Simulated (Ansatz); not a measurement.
FGeH3 (SMILES [F][GeH3]) moved off its minimum; all values from Ansatz (a quantum-chemistry and plane-wave program), cores frozen in correlated methods.
(charge 0, multiplicity 1)
```xyz
5

Ge    -0.1955     0.1250    -0.0356
F      1.6716    -0.5832     0.1658
H     -1.0292    -0.9127    -1.0884
H     -0.2386     1.5932    -0.7944
H     -1.0797     0.1708     1.2226
```

| level | largest force (eV/Å) | on atom | rms difference from CCSD(T)/aug-cc-pVTZ (eV/Å) | dipole (D) |
|---|---|---|---|---|
| HF/def2-TZVPP | 4.83 | F2 | 0.275 | 3.33 |
| PBE/def2-TZVPP | 3.48 | F2 | 0.165 | 2.72 |
| r2SCAN/def2-TZVPP | 3.97 | F2 | 0.056 | 2.84 |
| B3LYP/def2-TZVPP | 3.77 | F2 | 0.088 | 2.91 |
| wB97M-V/def2-TZVPP | 4.07 | F2 | 0.105 | 2.97 |
| MP2/aug-cc-pVTZ | 3.98 | F2 | 0.092 | 2.93 |
| CCSD(T)/aug-cc-pVTZ | 3.98 | F2 | 0.000 | 2.94 |

The differences count from one level among others, with limits of its own. Forces at CCSD(T)/aug-cc-pVTZ (eV/Å):

```json
[
 {"atom": "Ge1", "Fx": "1.302", "Fy": "-1.062", "Fz": "-2.179"},
 {"atom": "F2", "Fx": "-3.682", "Fy": "1.493", "Fz": "-0.213"},
 {"atom": "H3", "Fx": "1.261", "Fy": "0.950", "Fz": "1.157"},
 {"atom": "H4", "Fx": "0.535", "Fy": "-1.315", "Fz": "0.849"},
 {"atom": "H5", "Fx": "0.584", "Fy": "-0.066", "Fz": "0.386"}
]
```
